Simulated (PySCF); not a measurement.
CH6OSi2, SMILES O1C[SiH2][SiH2]1.

The structure is a stationary point at TPSSh-D3(BJ)/def2-SVP.

Two levels are set side by side: TDDFT-PBE/def2-SVPD (PySCF) and TDDFT-PBE0/def2-SVPD (PySCF). Vertical, same geometry. The lowest singlet is HOMO→LUMO 99 % with PBE and HOMO→LUMO 77 %, HOMO→LUMO+1 19 % with the other functional; states are paired by order. Differences are taken from unrounded values.

| quantity | TDDFT-PBE |
|---|---|
| lowest singlet excitation (eV) | 5.28 |
| lowest triplet excitation (TDA) (eV) | 4.96 |
| first bright state (f over 0.05) (eV) | 5.64 |
| its oscillator strength | 0.05 |

These are the TDDFT-PBE values. What does TDDFT-PBE0 give? (Estimate from the structure and the level; the computed values follow.)


```
quantity                               TDDFT-PBE0  TDDFT-PBE minus TDDFT-PBE0
-------------------------------------  ----------  --------------------------
lowest singlet excitation (eV)               6.04                       -0.76
lowest triplet excitation (TDA) (eV)         5.29                       -0.32
first bright state (f over 0.05) (eV)        6.04                       -0.40
its oscillator strength                      0.07                       -0.01
```

Functionals without exact exchange tend to place singlet excitations lower, as here. Differences between two approximate levels are no errors against the true value.

Rough cost on one machine, each run with all the roots and properties that it gave: TDDFT-PBE0 against TDDFT-PBE about 4 times.
